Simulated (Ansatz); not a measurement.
Basis sets compared for `Sc1ccc(-c2ccc(-c3ccc(S)s3)s2)s1`. Charge 0, multiplicity 1. Geometry PBE-D4/def2-SVP. Ansatz on 2 threads of AMD EPYC 7R13 on a shared host and a share (18 GiB) of an NVIDIA H100 80GB HBM3; times are rough, and most runs start from earlier orbitals.

```xyz
25

S     3.4167    5.9458   -0.1169
C     2.2386    4.6361   -0.2008
C     0.8939    4.6604   -0.5486
C     0.2884    3.3760   -0.4907
C     1.1566    2.3601   -0.0995
C     0.9070    0.9502    0.0714
C     1.7822   -0.0638    0.4629
C     1.1772   -1.3422    0.5219
C    -0.1751   -1.3367    0.1768
C    -1.1101   -2.4327    0.1219
C    -2.4603   -2.4360   -0.2210
C    -3.0691   -3.7187   -0.1620
C    -2.1847   -4.7147    0.2312
S    -2.5721   -6.4236    0.4184
S    -0.5931   -4.0648    0.5261
S    -0.6909    0.2906   -0.2242
S     2.7596    3.0190    0.2004
H     2.5378    6.9112   -0.5038
H     0.3636    5.5784   -0.8366
H    -0.7682    3.1900   -0.7301
H     2.8386    0.1256    0.6999
H     1.7103   -2.2592    0.8100
H    -2.9960   -1.5208   -0.5106
H    -4.1242   -3.9117   -0.3984
H    -1.3265   -6.8183    0.8022
```

Single mean-field runs in def2-TZVP are fitted with def2-universal-jkfit.

Binding counts from free atoms (S triplet, C triplet, H doublet) in the same basis, without a counterpoise term.

| level | functions | energy (Eh) | HOMO (eV) | LUMO (eV) | binding per atom (eV) | wall time |
| --- | --- | --- | --- | --- | --- | --- |
| PBE-D4/def2-SVP | 298 | -2450.7010 | -4.39 | -2.41 | 5.11 | 9.5 s |
| PBE0-D4/def2-SVP | 298 | -2450.8815 | -5.26 | -1.88 | 4.97 | 4.6 s |

**Question.** Estimate the rows for PBE-D4/def2-TZVP (with forces), PBE0-D4/def2-TZVP.

**Answer.** 
```json
{"level": "PBE-D4/def2-TZVP (with forces)", "functions": "605", "energy (Eh)": "-2451.8858", "HOMO (eV)": "-4.48", "LUMO (eV)": "-2.56", "binding per atom (eV)": "5.06", "wall time": "13 s"}
{"level": "PBE0-D4/def2-TZVP", "functions": "605", "energy (Eh)": "-2452.0581", "HOMO (eV)": "-5.27", "LUMO (eV)": "-1.98", "binding per atom (eV)": "4.92", "wall time": "12 s"}
```
